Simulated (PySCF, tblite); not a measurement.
C3H6N2Si3.
Geometry (GFN2-xTB, Å), atoms numbered from 1 in this order:
```
atom  x, y, z in Å
N1     2.5928    2.7255   -0.4791
C2     2.0456    1.7225   -0.3778
Si3    1.0619    0.1454   -0.1949
C4     2.4559   -1.0717   -0.4470
N5     3.2734   -1.8623   -0.5966
Si6   -0.3934   -0.0895    1.6425
C7    -1.8008   -0.2798    0.3277
Si8   -0.9480   -0.0977   -1.4002
H9    -0.5882    1.0790    2.5031
H10   -0.2546   -1.2718    2.4946
H11   -2.3037   -1.2422    0.4227
H12   -2.5875    0.4609    0.4683
H13   -1.4348    1.0654   -2.1449
H14   -1.1194   -1.2842   -2.2405
```

Computed, not measured: PBE0/def2-SVPD in PySCF (dipole) on a GFN2-xTB geometry, gas phase.

Masses are those of the commonest isotopes; rigid-rotor values at the optimised geometry. 

(1) What are A, B and C (GHz)?

(2) Classify the top.

(3) What does the inertial defect say?

(4) Give the other two planar moments, Paa and Pbb, and the rms extents of the mass along the axes.

(5) Which lines would a microwave search look for?

## Answers

(1) Ia = 362.50, Ib = 589.52, Ic = 638.56 u·Å²; 505379 MHz·u·Å²/I gives 1394, 857.3 and 791.4 MHz, that is A = 1.3942, B = 0.8573, C = 0.7914 GHz.

(2) An asymmetric top: κ = (2 × 857.3 − 1394 − 791.4)/(1394 − 791.4) = -0.78.

(3) Not planar: Δ = Ic − Ia − Ib = -313.46 u·Å². For a rigid frame Δ = −2 Σ m c², so Σ m c² = 156.73 u·Å² lies off the ab plane: 22.92 from hydrogen and 133.81 from heavier atoms. The atom farthest from that plane is 2.41 Å away.

(4) Paa = Σ m a² = (Ib + Ic − Ia)/2 = 432.79 and Pbb = Σ m b² = (Ia + Ic − Ib)/2 = 205.77 u·Å². With the mass M = 153.98 u, the rms extents √(P/M) along a, b and c are 1.68, 1.16, 1.01 Å.

(5) The dipole components are |μa| = 6.36 D, |μb| = 0.09 D, |μc| = 0.01 D. The squared components, which scale the intensities, stand as 1.00 : 0.00 : 0.00 (a : b : c). Some lines, for components of 0.1 D or more:

```
type  branch         J(Ka,Kc)   MHz  lower level (cm⁻¹)
   a       Q  3(1,2) ← 3(1,3)   395               0.342
   a       Q  4(1,3) ← 4(1,4)   656               0.558
   a       R  1(0,1) ← 0(0,0)  1649               0.000
   a       R  2(1,2) ← 1(1,1)  3232               0.073
   a       R  2(0,2) ← 1(0,1)  3292               0.055
   a       R  2(1,1) ← 1(1,0)  3363               0.075
   a       R  3(1,3) ← 2(1,2)  4844               0.181
   a       R  3(0,3) ← 2(0,2)  4924               0.165
   a       R  3(2,2) ← 2(2,1)  4946               0.241
   a       R  3(2,1) ← 2(2,0)  4969               0.241
   a       R  3(1,2) ← 2(1,1)  5041               0.187
   a       R  4(1,4) ← 3(1,3)  6453               0.342
   a       R  4(0,4) ← 3(0,3)  6540               0.329
   a       R  4(2,3) ← 3(2,2)  6590               0.406
   a       R  4(3,2) ← 3(3,1)  6605               0.501
   a       R  4(1,3) ← 3(1,2)  6714               0.355
```

Its GFN2-xTB frequencies are all real (lowest 38 cm⁻¹). Zero-point vibration and centrifugal distortion are left out. Quadrupole hyperfine structure (14N) is left out.
